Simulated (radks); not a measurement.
Q: The silicon ion Si4+, [Ne]. Calculated with a radial shooting solver on a logarithmic mesh with Libxc functionals: non-relativistic Kohn-Sham, exchange-only LDA, spin-polarised, spherical densities, point nucleus. Every spin shell is full or empty, so the densities are truly spherical. Functionals are evaluated on that one density, not self-consistently. Rank these exchange functionals by their error against the exact value of the orbitals, and give that value: LDA, PBE, RPBE, WC, AM05, EV93, Tao-Mo, MVS.

A: Exact: -19.1133 hartree. From best to worst, with 100 (|E| - |E exact|)/|E exact| (equal figures are ties): RPBE -0.02, Tao-Mo -0.12, MVS -0.14, PBE -0.69, EV93 +1.43, WC -1.81, AM05 -7.34, LDA -8.56.
